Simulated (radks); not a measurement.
Problem. All-electron atom: Sb1.25+ in [Kr] 4d10 5p(up 1.5, down 1.5) 5s(up 0.5, down 0.25) (fractional occupations, a model configuration). Calculated with a radial shooting solver on a logarithmic mesh with Libxc functionals: scalar-relativistic Kohn-Sham, LDA (Slater exchange, Perdew-Wang correlation), spin-polarised, spherical densities, finite nucleus; Fermi nuclear charge, rms radius 4.6802 fm. Some entries of the table are withheld. Estimate them.

| orbital | occ. | eigenvalue (hartree) | <1/r> (bohr^-1) |
|---|---|---|---|
| 1s up | 1 | -1112.830 | 54.26 |
| 1s down | 1 | -1112.829 | 54.26 |
| 2s up | 1 | -169.7762 | 12.40 |
| 2s down | 1 | -169.7759 | 12.40 |
| 2p up | 3 | -152.5628 | 11.91 |
| 2p down | 3 | -152.5626 | 11.91 |
| 3s up | 1 | -33.64490 | 4.415 |
| 3s down | 1 | -33.64448 | 4.415 |
| 3p up | 3 | -28.03206 | 4.205 |
| 3p down | 3 | -28.03164 | 4.205 |
| 3d up | 5 | -19.43854 | 3.975 |
| 3d down | 5 | -19.43814 | 3.975 |
| 4s up | 1 | -5.92650 | 1.763 |
| 4s down | 1 | -5.92559 | 1.763 |
| 4p up | 3 | -4.20314 | (1) |
| 4p down | 3 | -4.20202 | (2) |
| 4d up | 5 | -1.69862 | 1.299 |
| 4d down | 5 | -1.69645 | 1.300 |
| 5s up | 0.5 | -0.88984 | 0.6152 |
| 5s down | 0.25 | -0.88286 | 0.6147 |
| 5p up | 1.5 | (3) | (4) |
| 5p down | 1.5 | (5) | (6) |

Solution. 
(1) 4p up <1/r> (bohr^-1): 1.605
(2) 4p down <1/r> (bohr^-1): 1.605
(3) 5p up eigenvalue (hartree): -0.55434
(4) 5p up <1/r> (bohr^-1): 0.5005
(5) 5p down eigenvalue (hartree): -0.54844
(6) 5p down <1/r> (bohr^-1): 0.4987
